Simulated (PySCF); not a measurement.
Compound: C₅H₁₁FO₂Si₂.
SMILES with atom numbers: `[CH3:1][O:2][C:3](=[O:4])[Si@@H:5]1[CH2:6][SiH2:7][C@H:8]([F:9])[CH2:10]1`

Cartesian coordinates in Å at the GFN2-xTB level; atoms count from 1:
```xyz
21
C5H11FO2Si2 angstrom
C      3.363    0.994    0.684
O      2.021    0.544    0.530
C      1.825   -0.771    0.383
O      2.718   -1.580    0.376
Si    -0.038   -1.152    0.159
C     -0.670   -0.553   -1.544
Si    -2.220    0.508   -1.205
C     -2.460    0.084    0.656
F     -3.189    1.075    1.310
C     -1.102   -0.090    1.323
H      3.874    0.981   -0.280
H      3.309    2.009    1.072
H      3.898    0.341    1.375
H     -0.227   -2.595    0.357
H     -0.912   -1.399   -2.183
H      0.082    0.021   -2.082
H     -3.389    0.096   -1.983
H     -1.967    1.942   -1.346
H     -3.056   -0.828    0.784
H     -1.216   -0.508    2.323
H     -0.653    0.899    1.444
```

NICS = −σ at a ghost point: NICS(0) at the centroid of the ring atoms, NICS(1) 1 Å to either side along the normal of their mean plane, zz for the tensor component along that normal. Level: GIAO PBE0/pcSseg-1 (PySCF, non-relativistic, gas phase) on the GFN2-xTB geometry, one conformer.

Ring bond lengths (Å), with Mayer bond orders in brackets: Si5–C6 1.912 (0.90), C6–Si7 1.909 (0.90), Si7–C8 1.924 (0.87), C8–C10 1.523 (1.02), C10–Si5 1.901 (0.91).

Problem. What do the NICS probes read (ppm)?

Solution. 
| ring | type | NICS(0) | NICS(1), two faces | NICS(1)zz, two faces | rms pucker (Å) | centre to ring atoms, mean (Å) |
| --- | --- | --- | --- | --- | --- | --- |
| Si5–C6–Si7–C8–C10 | 5-membered ring with 2 Si; formal bonds all single | -4.4 | -4.5 / -2.2 | -2.0 / 1.9 | 0.20 | 1.53 |

Problem. What do they say, and how far can they be read as aromaticity?

Solution. 
- Si5–C6–Si7–C8–C10: mean NICS(1)zz 0.0 ppm, near zero. Si5, C6, Si7, C8, C10 have four or more neighbours; no verdict on aromaticity is drawn. The two faces differ by 3.9 ppm, so no symmetry operation interchanges them.

Problem. At the first NICS(1) probe listed for ring Si5–C6–Si7–C8–C10, 1 Å off the ring, what do the in-plane components average?

Solution. The isotropic value is a third of the trace: (3 × -4.5 − (-2.0))/2 = -5.8 ppm.

Problem. Give the inner angles of the rings and the Hirshfeld charges of the ring atoms.

Solution. 
- Si5–C6–Si7–C8–C10: Si5 100.7° (+0.372 e), C6 106.5° (-0.249 e), Si7 98.7° (+0.342 e), C8 109.7° (-0.027 e), C10 107.1° (-0.175 e); sum 522.7° against 540° for a flat convex ring.

Problem. What are the shieldings of the ring atoms and their hydrogens in the same run (means over atoms taken as equivalent)?

Solution. 
| atoms | environment | σ isotropic (ppm) |
| --- | --- | --- |
| Si5 | SiH silicon | 372.7 |
| C6 | sp3 carbon bound to silicon | 201.0 |
| Si7 | SiH2 silicon | 383.4 |
| C8 | sp3 C–F carbon | 95.1 |
| C10 | sp3 carbon bound to silicon | 163.8 |
| H14 | Si–H hydrogen | 27.23 |
| H15 | methylene hydrogen | 31.68 |
| H16 | methylene hydrogen | 31.57 |
| H17 | Si–H hydrogen | 27.26 |
| H18 | Si–H hydrogen | 27.35 |
| H19 | methine hydrogen | 26.44 |
| H20 | methylene hydrogen | 29.77 |
| H21 | methylene hydrogen | 29.97 |
